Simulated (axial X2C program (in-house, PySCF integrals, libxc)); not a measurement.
MnC⁻ along the bond: r2SCAN, spin-free

Computed with an in-house all-electron X2C program for linear molecules (integrals from PySCF). Spin-free means the one-electron spin-free X2C Hamiltonian. Basis: Mn dyall-acv3z [10s11p7d4f2g], C dyall-av3z [8s7p3d2f] (cores contracted in-house); Gaussian nuclei, density fitting, unrestricted open shells. Masses: Mn 54.938 u, C 12.000 u.

State: M_S = 2, Λ = 1 (beyond evenly filled blocks: σα, π+α, δ+α, δ-α). Dipoles are positive if C is the positive end and refer to the centre of mass.

Results along the bond:

```json
{"R (Å)": "1.569", "μ (D)": "-1.633", "HOMO (eV)": "1.17", "LUMO (eV)": "1.17", "⟨S²⟩": "6.488"}
{"R (Å)": "1.638", "μ (D)": "-1.918", "HOMO (eV)": "1.17", "LUMO (eV)": "1.17", "⟨S²⟩": "6.696"}
{"R (Å)": "1.676", "μ (D)": "-2.038", "HOMO (eV)": "1.17", "LUMO (eV)": "1.17", "⟨S²⟩": "6.818"}
{"R (Å)": "1.753", "μ (D)": "-2.218", "HOMO (eV)": "1.16", "LUMO (eV)": "1.16", "⟨S²⟩": "7.064"}
{"R (Å)": "1.810", "μ (D)": "-2.312", "HOMO (eV)": "1.15", "LUMO (eV)": "1.15", "⟨S²⟩": "7.235"}
{"R (Å)": "1.868", "μ (D)": "-2.381", "HOMO (eV)": "1.13", "LUMO (eV)": "1.13", "⟨S²⟩": "7.392"}
{"R (Å)": "1.926", "μ (D)": "-2.434", "HOMO (eV)": "1.12", "LUMO (eV)": "1.12", "⟨S²⟩": "7.533"}
{"R (Å)": "1.993", "μ (D)": "-2.484", "HOMO (eV)": "1.11", "LUMO (eV)": "1.11", "⟨S²⟩": "7.677"}
{"R (Å)": "2.061", "μ (D)": "-2.527", "HOMO (eV)": "1.09", "LUMO (eV)": "1.09", "⟨S²⟩": "7.803"}
{"R (Å)": "2.147", "μ (D)": "-2.580", "HOMO (eV)": "1.08", "LUMO (eV)": "1.08", "⟨S²⟩": "7.940"}
```

The state is one determinant whose occupation by symmetry is held fixed; it was picked as the lowest of a PBE0 search that is not exhaustive. PBE0 can misorder states that lie within some tenths of an eV, so this need not be the ground state of the molecule. The nearest other spin-free determinant of the search, M_S = 2, Λ = 0, lies 0.35 eV up at the distance of the search. Without a current term, density functionals place determinants with orbital angular momentum somewhat too high. The highest occupied level of some functionals is positive through self-interaction error; at Hartree–Fock it is bound. The determinant is spin-polarised beyond a pure state at some levels (its spin-free form has ⟨S²⟩ too high), which makes Re and μ there less reliable. With spin–orbit coupling the lowest determinant has another configuration, so this spin-free state is a model. The LUMO of an anion is an unbound level whose energy the basis sets. A filled and an empty partner (Λ and −Λ, same spin) share one energy because the functional has no current term.
